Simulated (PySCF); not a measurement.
Working out the ionisation energy of F²⁺

F²⁺ [He] 2s2 2p3 (4S) → F³⁺ [He] 2s2 2p2 (3P). All numbers are calculated (PySCF 2.14, scalar relativity by spin-free X2C-1e, in x2c-QZVPPall). Frozen: nothing. Energies in hartree (1 hartree = 27.21139 eV):

```tsv
part	F²⁺ (lower)	F³⁺ (upper)
UHF	-97.701505	-95.413768
CCSD correlation	-0.145803	-0.129351
(T)	-0.001519	-0.001477
```

Problem. What does Hartree-Fock give?

Solution. (-95.413768) − (-97.701505) = 2.287737 hartree = 62.252 eV.

Problem. What do CCSD and CCSD(T) give?

Solution. The CCSD correlation energies differ by 0.016452 hartree = 0.448 eV and the triples by 0.000042 hartree = 0.001 eV, so CCSD gives 62.700 eV and CCSD(T) 62.701 eV.

A first-order spin-orbit estimate adds -0.055 eV to CCSD(T) (valence and next inner shell), giving 62.646 eV against 62.708 eV (semi-empirical (NIST evaluation); NIST Atomic Spectra Database, ionization energies).

What remains against the reference includes basis incompleteness and higher excitations.
